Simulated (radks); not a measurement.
Q: All-electron atom: the erbium ion Er+ in [Xe] 4f12 6s1. Calculated with a radial shooting solver on a logarithmic mesh with Libxc functionals: scalar-relativistic Kohn-Sham, PBEsol, spin-polarised, spherical densities, finite nucleus; open shells are filled with parallel spins first (spin-orbit coupling, left out, can overturn this in heavy ions); Fermi nuclear charge, rms radius 5.2516 fm. Some entries of the table are withheld. Estimate them.

| orbital | occ. | eigenvalue (eV) | r(max) (bohr) | <1/r> (bohr^-1) |
|---|---|---|---|---|
| 1s up | 1 | -57345.84 | 0.01287 | 77.52 |
| 1s down | 1 | -57345.83 | 0.01287 | 77.52 |
| 2s up | 1 | -9640.046 | 0.07326 | 18.05 |
| 2s down | 1 | -9640.012 | 0.07326 | 18.05 |
| 2p up | 3 | -8529.355 | 0.05957 | 16.67 |
| 2p down | 3 | -8529.330 | 0.05957 | 16.67 |
| 3s up | 1 | -2165.141 | 0.2073 | 6.654 |
| 3s down | 1 | -2164.283 | 0.2073 | 6.655 |
| 3p up | 3 | -1827.171 | 0.2039 | 6.217 |
| 3p down | 3 | -1826.315 | 0.2039 | 6.219 |
| 3d up | 5 | -1403.459 | 0.1664 | 5.894 |
| 3d down | 5 | -1402.800 | 0.1663 | 5.896 |
| 4s up | 1 | -432.7533 | 0.4739 | 2.811 |
| 4s down | 1 | -430.9799 | 0.4739 | 2.811 |
| 4p up | 3 | -321.5581 | 0.4954 | 2.572 |
| 4p down | 3 | -319.8105 | 0.4954 | 2.571 |
| 4d up | 5 | -172.5476 | 0.5118 | 2.271 |
| 4d down | 5 | -170.8275 | 0.5118 | 2.269 |
| 5s up | 1 | -58.9280 | 1.111 | (1) |
| 5s down | 1 | -58.0295 | 1.114 | (2) |
| 5p up | 3 | -33.3629 | (3) | 0.8752 |
| 5p down | 3 | -32.6335 | (4) | 0.8721 |
| 4f up | 7 | -10.4357 | (5) | 1.651 |
| 6s up | 1 | -9.4649 | 3.147 | 0.3492 |
| 4f down | 5 | -8.9069 | (6) | 1.637 |
| 6s down | 0 | -8.4082 | 3.136 | 0.3514 |

A: 
(1) 5s up <1/r> (bohr^-1): 1.060
(2) 5s down <1/r> (bohr^-1): 1.055
(3) 5p up r(max) (bohr): 1.274
(4) 5p down r(max) (bohr): 1.279
(5) 4f up r(max) (bohr): 0.5088
(6) 4f down r(max) (bohr): 0.5096
